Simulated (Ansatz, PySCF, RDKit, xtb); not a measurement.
Noncovalent pair: CH5N (SMILES CN) (first 7 atoms) with CH2O2 (SMILES O=CO); geometry from B3LYP-D3(BJ)/def2-TZVP, rigid monomers moved along the line of their centres of mass till N2···H12 is 2.30 Å.
(charge 0, multiplicity 1):
```xyz
12

C      0.195     0.646     0.155
N     -0.560    -0.442     0.793
H      0.986     0.958     0.836
H     -0.470     1.494    -0.012
H      0.647     0.364    -0.801
H      0.056    -1.224     0.990
H     -1.303    -0.778     0.191
O      1.259    -0.116     4.034
C      0.242     0.265     4.566
O     -0.942     0.372     3.991
H      0.198     0.575     5.621
H     -0.868     0.066     3.019
```

Counterpoise-corrected where a basis set is named; no monomer relaxation. Rows marked so take none.

Rows in 6-311+G** carry no dispersion term and start afresh at each structure.

The values were computed with Ansatz (an electronic-structure program) with Gaussian orbitals; PySCF for 6-311+G** rows, the dispersion terms; RDKit for the force fields; xtb for the GFN methods. 

**Question.** One of these levels gives -6.71 kcal/mol for the interaction energy. Which?
(A) PBE-D3(BJ)/def2-TZVPPD
(B) B3LYP/6-311+G** (no counterpoise)
(C) MMFF94
(D) GFN2-xTB

**Answer.** D, GFN2-xTB. The others give -7.40 (MMFF94), -9.97 (PBE-D3(BJ)/def2-TZVPPD), -9.17 (B3LYP/6-311+G** (no counterpoise))
